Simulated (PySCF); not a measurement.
Simulated outer-valence photoelectron spectrum of VOCl3 (`[O]=[V]([Cl])([Cl])[Cl]`). Level of theory: EOM-IP-CCSD/aug-cc-pVDZ in PySCF, restricted Hartree–Fock reference, frozen core, non-relativistic, gas phase, PBE0-D3(BJ)/def2-SVP geometry.

Each root has a Gaussian of 0.6 eV full width with its one-hole share as area; cross sections and vibrations are left out, and the highest printed point is 100.

ionisation energy (eV), intensity and a bar:
```
     10.9          0 
     11.0          0 
     11.1          1 
     11.2          3 #
     11.3          7 ##
     11.4         16 #####
     11.5         30 #########
     11.6         49 ###############
     11.7         71 #####################
     11.8         90 ###########################
     11.9        100 ##############################
     12.0         97 #############################
     12.1         82 #########################
     12.2         61 ##################
     12.3         42 #############
     12.4         31 #########
     12.5         28 ########
     12.6         34 ##########
     12.7         44 #############
     12.8         58 #################
     12.9         70 #####################
     13.0         80 ########################
     13.1         85 ##########################
     13.2         82 #########################
     13.3         70 #####################
     13.4         54 ################
     13.5         38 ############
     13.6         28 ########
     13.7         24 #######
     13.8         27 ########
     13.9         32 ##########
     14.0         35 ###########
     14.1         34 ##########
     14.2         28 #########
     14.3         20 ######
     14.4         13 ####
     14.5          7 ##
     14.6          3 #
     14.7          1 
     14.8          0 
     14.9          0
```

Where are the maxima, and how many lines lie under the curve?

3 maxima, at 11.9, 13.1 and 14.0 eV, from 6 lines (7 roots with degenerate partners counted). At this width some lines have no maximum of their own.

List the lines with their holes.

```
E (eV)  leading hole (HF orbital)  area  Koopmans (eV)
 11.80                       HOMO  0.95          12.87
 11.98              HOMO-1/HOMO-2  1.89          13.15
 12.81                     HOMO-3  0.94          14.04
 13.18                     HOMO-4  0.94          14.35
 13.20                     HOMO-5  0.94          14.38
 14.03                     HOMO-6  0.94          15.28
```

The widest gap, 0.83 eV, lies between 13.20 and 14.03 eV. Only orbitals with −ε under 21 eV, eight at most, were ionised, so the high end of the curve may lack lines.
